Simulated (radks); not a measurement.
Task: The mean radii <r> (bohr) of the occupied orbitals of an atom or ion are listed with their occupations. All-electron calculation, non-relativistic Kohn-Sham, PBEsol, spin-polarised, spherical densities, point nucleus. Program: a radial shooting solver on a logarithmic mesh with Libxc functionals.

orbital  occ.      <r>
1s up       1  0.04131
1s down     1  0.04131
2s up       1   0.1823
2s down     1   0.1823
2p up       3   0.1570
2p down     3   0.1570
3s up       1   0.5222
3s down     1   0.5221
3p up       3   0.5237
3p down     3   0.5236
3d up       5   0.5234
3d down     5   0.5229
4s up       1    1.448
4s down     1    1.449
4p up       3    1.640
4p down     2    1.646

Name the element and its charge. Open shells, if any, are filled with parallel spins first.

Result: Z = 37, rubidium, charge +2: Rb2+ in [Ar] 3d10 4s2 4p5. The 1s radius gives Z: for a bare nucleus <r> = 1.5/Z, 0.04054 bohr for Z = 37, and screening makes it slightly larger (0.04131 here). The occupations add up to 35, and the charge is Z minus that.
